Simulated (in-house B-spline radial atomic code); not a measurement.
**Sr2+: [Ar] 3d9 4s2 4p6 8f1 (an excited or competing configuration)**

Computed with an all-electron radial atomic-structure program (B-spline basis): Dirac-Hartree-Fock, average of configuration, Fermi nucleus of rms radius 4.224 fm.

Screening seen three ways: the hydrogenic charge with the same mean radius, Z_r = [3n² - l(l+1)]/(2<r>), the one with the same energy, Z_e = n√(-2ε), and Slater's rules. Values are occupation-weighted means over j. An effective charge above Z reflects the relativistic contraction of the inner shells.

```json
{"shell": "1s", "electrons": "2", "ε (eV)": "-16257", "<r> (bohr)": "0.03915", "Z_r": "38.31", "Z_e": "34.57", "Slater": "37.70"}
{"shell": "2s", "electrons": "2", "ε (eV)": "-2313.2", "<r> (bohr)": "0.1717", "Z_r": "34.95", "Z_e": "26.08", "Slater": "33.85"}
{"shell": "2p", "electrons": "6", "ε (eV)": "-2055.7", "<r> (bohr)": "0.1502", "Z_r": "33.29", "Z_e": "24.58", "Slater": "33.85"}
{"shell": "3s", "electrons": "2", "ε (eV)": "-423.69", "<r> (bohr)": "0.4846", "Z_r": "27.86", "Z_e": "16.74", "Slater": "26.75"}
{"shell": "3p", "electrons": "6", "ε (eV)": "-337.29", "<r> (bohr)": "0.49", "Z_r": "25.51", "Z_e": "14.94", "Slater": "26.75"}
{"shell": "3d", "electrons": "9", "ε (eV)": "-197.08", "<r> (bohr)": "0.4843", "Z_r": "21.68", "Z_e": "11.42", "Slater": "17.20"}
{"shell": "4s", "electrons": "2", "ε (eV)": "-83.464", "<r> (bohr)": "1.3", "Z_r": "18.46", "Z_e": "9.91", "Slater": "11.10"}
{"shell": "4p", "electrons": "6", "ε (eV)": "-58.607", "<r> (bohr)": "1.45", "Z_r": "15.86", "Z_e": "8.30", "Slater": "11.10"}
{"shell": "8f", "electrons": "1", "ε (eV)": "-1.9493", "<r> (bohr)": "29.32", "Z_r": "3.07", "Z_e": "3.03", "Slater": "3.00"}
```

The least bound orbital is 8f5/2 at -1.949 eV, and it is also the most diffuse (<r> = 29.32 bohr). The part-filled 3d shell lies below the filled 4p shell in orbital energy.

Spin-orbit splittings of the orbital energies (j = l + 1/2 above j = l - 1/2 when positive): 2p 68.93 eV, 3p 11.26 eV, 3d 1.973 eV, 4p 1.495 eV, 8f -0.0002799 eV.

For the 1s electron the small component carries 1.91 % of the norm, the zero-frequency Breit interaction raises the level by 28.13 eV, self-energy by 15.05 eV, and vacuum polarisation lowers it by 1.622 eV.
